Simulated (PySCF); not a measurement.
GeH3IZn. Atoms are numbered in the order given.

```xyz
6

Zn     0.0000     0.0000     0.3781
I      0.0000     0.0000    -2.0718
Ge     0.0000     0.0000     2.7655
H      1.2445     0.7185     3.3235
H     -1.2445     0.7185     3.3235
H      0.0000    -1.4370     3.3235
```

The structure is a stationary point at PBE0-D3(BJ)/def2-SVP. The structure was generated by enumeration; whether it is a known compound was not checked. The def2 effective core potentials stand for the cores of I; spin–orbit coupling is left out.

Level of theory: IEF-PCM-B3LYP/def2-SVP in PySCF 2.14.0.

The values are the electrostatic part of the solvation free energy, E(continuum) − E(gas) at the gas-phase geometry, in a cavity of scaled van der Waals radii (PySCF's table); cavitation and dispersion terms are not included. A continuum can't describe solvent molecules that bind to the metal. In vacuum the orbital gap is 5.99 eV. The dipole moment in vacuum is 1.67 D.

Estimate the values in water (ε = 78.36), tetrahydrofuran (ε = 7.43), diethylether (ε = 4.24). (The exact figures need the calculation; the answer reports its results.)


```tsv
solvent	ε	ΔG(elec) (kcal/mol)	dipole (D)	gap (eV)
water	78.36	-12.3	2.27	6.54
tetrahydrofuran	7.43	-9.6	2.19	6.44
diethylether	4.24	-7.7	2.12	6.36
```
